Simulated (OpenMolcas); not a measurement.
**V2+: ligand-field states by method**

V2+ with its 6 nearest fluoride ions at 2.027 Å, on the Zn site of KZnF3 (a = 4.054 Å, distance in the model lattice 2.027 Å). The rest of the host is ab initio model potentials to 7.6 Å, with orthogonalisation functions on the cations behind the ligands, and point charges beyond; the distance is set by hand and nothing relaxes. Ligand basis ANO-RCC-VDZP.

```yaml
Program: OpenMolcas 26.06
Basis: ANO-RCC-VTZP [6s5p3d2f1g]
Scalar_Hamiltonian: DKH2, point nucleus
Active_space: 3 electrons in 5 orbitals (3d)
State_averaging: 2S+1 = 4 even, 10 roots; 2S+1 = 2 even, 40 roots
Spin-orbit_coupling: state interaction with AMFI integrals over the reference wave functions
```

I. CASSCF
II. SS-CASPT2, IPEA 0.25 Eh, imaginary shift 0.1 Eh (closed shells correlated: 3s 3p and the ligand valence shells)

Spin-free states (labels of O, the rotations of Oh) in cm-1, each column counted from its own energy of the first state listed:

```csv
State,Degeneracy,I,II
4A2,1,0,0
4T2,3,12644,13640
2E,2,16783,13200
2T1,3,17601,13990
4T1,3,20233,19870
2T2,3,23819,19130
2A1,1,26734,23510
2T2,3,29919,27540
2T1,3,30408,27700
2E,2,32165,28260
4T1,3,32344,30660
2T1,3,36313,32630
2T2,3,42682,38760
2T1,3,43259,42140
2A2,1,45479,39040
2T2,3,47559,42740
2E,2,50923,47040
2T1,3,53975,49540
2E,2,70177,62890
2T2,3,73252,66210
```

From I to II, I's first state of the same spin (4T2) moves from 12644 to 13640 cm-1, by about +1000 cm-1.

From I to II, I's first state of another spin (2E) moves from 16783 to 13200 cm-1, by about -3600 cm-1.

I: A least-squares ligand-field fit to the states below 45000 cm-1, each weighted by its degeneracy and with a free common offset, gives 10Dq = 13067 cm-1, B = 957 cm-1 and C = 3494 cm-1 (C/B = 3.65), with an rms deviation of 193 cm-1. The same method and metal basis give the free ion B = 959 cm-1 (fit to its terms below 60000 cm-1, rms deviation 74 cm-1), so the nephelauxetic ratio is β = 957 / 959 = 1.00; it hangs on how both fits weigh the states, and computed free-ion B values tend to be too large, so β mixes covalency with correlation.

II: A least-squares ligand-field fit to the states below 45000 cm-1, each weighted by its degeneracy and with a free common offset, gives 10Dq = 14005 cm-1, B = 740 cm-1 and C = 2874 cm-1 (C/B = 3.89), with an rms deviation of 612 cm-1. The same method and metal basis give the free ion B = 813 cm-1 (fit to its terms below 60000 cm-1, rms deviation 360 cm-1), so the nephelauxetic ratio is β = 740 / 813 = 0.91; it hangs on how both fits weigh the states, and computed free-ion B values tend to be too large, so β mixes covalency with correlation.

From I to II, 10Dq changes by +7 %, B by -23 % and C by -18 %.

χT at 300 K: I 1.86, II 1.86 cm3 K/mol.

Roots that are degenerate in the reference are averaged as groups; the widest CASPT2 spread within a group is 120 cm-1 (the 2-fold group of multiplicity 2 near 28300 cm-1 above the lowest state of its run, II). Shifts and gaps below about the spread of the groups concerned are not significant. Over all roots computed the reference weight is 0.74 to 0.75 in II; a low but even weight reflects the number of correlated electrons. Ligand-to-metal charge-transfer states are missing. With no ligand orbital active B as a rule stays too high, so bands that hang on it stand too high and its fall with covalency is understated. Without dynamic correlation the repulsion within the d shell is too large (B by tens of per cent), so at a given field states of lower spin stand too high (holds for I). With metal d orbitals alone and no dynamic correlation 10Dq can be off by a tenth to a fifth, either way, in oxide and fluoride hosts (holds for I). With one d shell and no ligand orbital active, 10Dq can be off by tens of per cent for divalent 3d ions, low with halides held by bare charges and at times high in hosts (holds for II). Free-ion shares, where given, are those of the reference states; single-state CASPT2 does not remix them (holds for II). The distance lies 2 % under the 2.074 Å that this model takes as the normal distance (a Shannon-type radius plus a fixed donor radius, weighted with the host); by an R⁻⁵ law this alone changes a d-shell field by about +12 %. No measured value stands beside these numbers; the geometry was set by hand and not optimised.
